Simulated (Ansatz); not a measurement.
`O=C[CH2][ZnH]` + H₂S → `S[CH2][ZnH]` + `C=O`  (substitution at a C–C bond)

Computed with Ansatz on PBE0-D4/def2-TZVP structures; ΔE is electronic, products minus reactants. CCSD(T)/CBS is the MP2 limit (def2-TZVPP, def2-QZVPP) plus CCSD(T) − MP2 in def2-TZVPP, frozen cores. This one scheme is used for every species. Functionals use def2-TZVPP. B3LYP here is the variant with VWN-RPA as its local correlation; programs differ in this. For Zn outer-core shells are correlated without core-valence functions, which leaves a few kJ/mol of doubt a bond. Scalar relativity is left out up to krypton. One conformer a species, not always the lowest.

```csv
level,ΔE (eV)
r2SCAN-D4,0.81
PBE0-D4,0.77
B3LYP-D4,0.76
B2PLYP,0.75
r2SCAN,0.81
PBE0,0.78
HF/def2-TZVPP,0.77
HF/CBS(def2),0.76
```

Task: What does CCSD(T)/CBS give? (Estimate.)

Result: The calculation gave: +0.70 eV. The listed levels differ from it by 0.11, 0.07, 0.06, 0.05, 0.11, 0.08, 0.07, 0.06 eV.

Largest T1 diagnostic among the species: 0.016.
